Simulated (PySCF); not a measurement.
Geometries of 3 isomers of C5H3FOS, from PBE0-D3(BJ)/def2-SVP geometry optimisation, gas phase (PySCF). One conformer each, no zero-point energy, no frequencies.

Question: Which isomer lies lowest at this level?
A.
```xyz
11
angstrom
O     -0.580    2.360    0.001
C     -0.267    1.184   -0.005
C      1.094    0.717   -0.274
C      1.498   -0.573   -0.303
S      0.499   -1.945   -0.029
C     -1.026   -1.204    0.271
C     -1.261    0.126    0.266
F     -2.483    0.561    0.519
H      1.823    1.509   -0.466
H      2.538   -0.839   -0.512
H     -1.843   -1.900    0.479
```
B.
```xyz
11
angstrom
O      2.728    1.346   -0.528
C      2.091    0.354   -0.393
F      2.666   -0.857   -0.477
C      0.662    0.241   -0.129
C     -0.101   -0.900    0.015
C     -1.461   -0.606    0.264
C     -1.699    0.749    0.303
S     -0.287    1.672    0.040
H      0.322   -1.901   -0.059
H     -2.238   -1.357    0.409
H     -2.650    1.252    0.477
```
C.
```xyz
11
angstrom
F      2.370   -1.403    0.082
C      1.239   -0.754    0.039
C      1.130    0.591    0.067
C     -0.177    1.206    0.019
S     -0.421    2.837    0.049
C     -1.266    0.247   -0.058
C     -1.032   -1.078   -0.081
O      0.219   -1.599   -0.033
H      2.029    1.203    0.127
H     -2.292    0.615   -0.097
H     -1.788   -1.860   -0.138
```

Answer: B. That is `O=C(F)c1cccs1`, 25.7 kcal/mol below the next.

| SMILES | atoms numbered as above | E (Eh) | relative (kcal/mol) | relative (kJ/mol) | dipole (D) |
| --- | --- | --- | --- | --- | --- |
| O=C(F)c1cccs1 | [O:1]=[C:2]([F:3])[c:4]1[cH:5][cH:6][cH:7][s:8]1 | -764.67767 | 0.0 | 0.0 | 4.09 |
| O=c1ccscc1F | [O:1]=[c:2]1[cH:3][cH:4][s:5][cH:6][c:7]1[F:8] | -764.63670 | 25.7 | 107.6 | 4.45 |
| Fc1cc(=S)cco1 | [F:1][c:2]1[cH:3][c:4](=[S:5])[cH:6][cH:7][o:8]1 | -764.63388 | 27.5 | 115.0 | 3.64 |
